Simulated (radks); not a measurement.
Problem. Species: P1.75+. Configuration: [He] 2s2 2p5.25 3s2 3p2 (fractional occupations, a model configuration). Calculated with a radial shooting solver on a logarithmic mesh with Libxc functionals: scalar-relativistic Kohn-Sham, PBE, spin-unpolarised, spherical densities, finite nucleus; Fermi nuclear charge, rms radius 3.1889 fm. Some entries of the table are withheld. Estimate them.

orbital,occ.,eigenvalue (hartree),<1/r> (bohr^-1)
1s,2,-78.26791,14.65
2s,2,(1),(2)
2p,5.25,-5.93261,(3)
3s,2,(4),(5)
3p,2,(6),0.7196

Solution. 
(1) 2s eigenvalue (hartree): -7.71045
(2) 2s <1/r> (bohr^-1): 2.877
(3) 2p <1/r> (bohr^-1): 2.776
(4) 3s eigenvalue (hartree): -1.25082
(5) 3s <1/r> (bohr^-1): 0.8213
(6) 3p eigenvalue (hartree): -0.88023
